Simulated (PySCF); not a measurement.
ScF2, SMILES [F][Sc+][F], charge +1.

Coordinates come from a PBE0-D3(BJ)/def2-TZVP optimisation. The multiplicity is an assumed one; other spin states were not compared. The isomer is the one that the SMILES or the coordinates give; other isomers of the formula were not compared.

Two levels are set side by side: TDDFT-PBE/def2-TZVPD (PySCF) and TDDFT-PBE0/def2-TZVPD (PySCF). Vertical, same geometry. The lowest singlet is HOMO→LUMO 100 % with PBE and HOMO→LUMO 97 % with the other functional; states are paired by order. Differences are taken from unrounded values.

```
quantity                              TDDFT-PBE0  TDDFT-PBE  TDDFT-PBE minus TDDFT-PBE0
------------------------------------  ----------  ---------  --------------------------
lowest singlet excitation (eV)              6.66       5.58                       -1.08
lowest triplet excitation (TDA) (eV)        6.59       5.52                       -1.07
```

A lower first singlet is the usual sign of a functional without exact exchange. Differences between two approximate levels are no errors against the true value.

Rough cost on one machine, each run with all the roots and properties that it gave: TDDFT-PBE0 against TDDFT-PBE about 3 times.
